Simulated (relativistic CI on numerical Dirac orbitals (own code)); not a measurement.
**One change at a time: Ce LVI**

Base calculation: Dirac-Coulomb-Breit CI, separate exchange-only KLI orbitals for each configuration, model QED, unscaled Slater integrals.

Configuration list (outside the closed core 1s2): 2s, 2p, 3s, 3p, 3d, 4s, 4p, 4d, 4f, 5s, 5p, 5d, 5f, 5g, 6s, 6p, 6d. Levels of other configurations are missing.

Variants: (1) P86 correlation estimate; (2) configuration mixing switched off. Shifts of the energy above 2s 2S_1/2, in eV, for the lowest level and the first level of each name with at least 55 % of one term (blank where a level changes its place among those of its configuration and J or its character, or is not in the variant):

| Level | Base | Δ(1) | Δ(2) |
| --- | --- | --- | --- |
| 2s 2S_1/2 | 0.00 | 0.00 | 0.00 |
| 2p 2P°_1/2 | 132.82 | -0.26 | +0.02 |
| 2p 2P°_3/2 | 641.55 | -0.26 | -0.02 |
| 3s 2S_1/2 | 6451.67 | +0.39 | -0.02 |
| 3p 2P°_1/2 | 6488.14 | +0.39 | -0.03 |
| 3p 2P°_3/2 | 6639.42 | +0.39 | -0.02 |
| 3d 2D_3/2 | 6650.34 | +0.49 | -0.02 |
| 3d 2D_5/2 | 6695.71 | +0.49 | -0.02 |
| 4s 2S_1/2 | 8673.53 | +0.80 | -0.02 |
| 4p 2P°_1/2 | 8688.42 | +0.81 | -0.03 |
| 4p 2P°_3/2 | 8751.99 | +0.81 | -0.02 |
| 4d 2D_3/2 | 8756.57 | +0.85 | -0.02 |
| 4d 2D_5/2 | 8775.78 | +0.85 | -0.02 |
| 4f 2F°_5/2 | 8775.99 | +0.81 | -0.02 |

At this charge energies of transitions that change n are usually good to better than 1 %, and those within a shell (Δn = 0) to a few per cent.

Ionisation energy from the two ground configurations alone: base 11459.1 eV. The NIST ASD value (theoretical) is 11459.9 eV.
